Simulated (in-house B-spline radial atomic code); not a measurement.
## Ionising In VII (In6+) with different functionals

Computed with a radial B-spline atomic code at the basis-set limit: four-component Dirac-Coulomb Hamiltonian, Fermi nucleus of rms radius 4.6156 fm, spin-restricted, spherical fractional occupations for the functionals. The ionisation energy is the difference of two self-consistent energies, [Kr] 4d7 → [Kr] 4d6, without Breit or QED terms; ε is the level of the shell that loses the electron (mean over j). The electron is taken from both j subshells in proportion to 2j + 1, so the result is a j average, not the step between ground levels.

Hybrids are left out here: with spherical fractional occupations of an open shell their exact exchange keeps a self-interaction that integer-occupation calculations don't have.

```csv
method,rung,ΔSCF (eV),-ε(4d) (eV)
LDA VWN5,LDA,113.13,103.04
relativistic LDA,LDA,113.14,103.06
LDA PW92,LDA,113.12,103.03
LDA exchange-only,LDA,111.19,101.12
PBE,GGA,112.96,102.86
PBEsol,GGA,112.91,102.82
BLYP,GGA,112.75,102.66
RPBE,GGA,112.92,102.82
PW91,GGA,113.06,102.96
BP86,GGA,?,?
AM05,GGA,112.92,102.83
OLYP,GGA,?,?
```

Problem. What does BP86 give?

Solution. ΔSCF 113.01 eV, and -ε(4d) = 102.92 eV.

Problem. What does OLYP give?

Solution. ΔSCF 113.41 eV, and -ε(4d) = 103.28 eV.

Problem. How do they compare with the NIST value?

Solution. NIST lists 109 eV ± 2 (tabulated theory, ground level to ground level). Errors run from +2.19 to +4.41 eV. The correlated functionals all miss on the same side by more than they spread, so the cause is common to them (Breit-QED terms, spin polarisation, the choice among j levels, multiplet and fine-structure energies, or a listed next ion that isn't the cheapest removal here) and closeness doesn't rank the functionals.
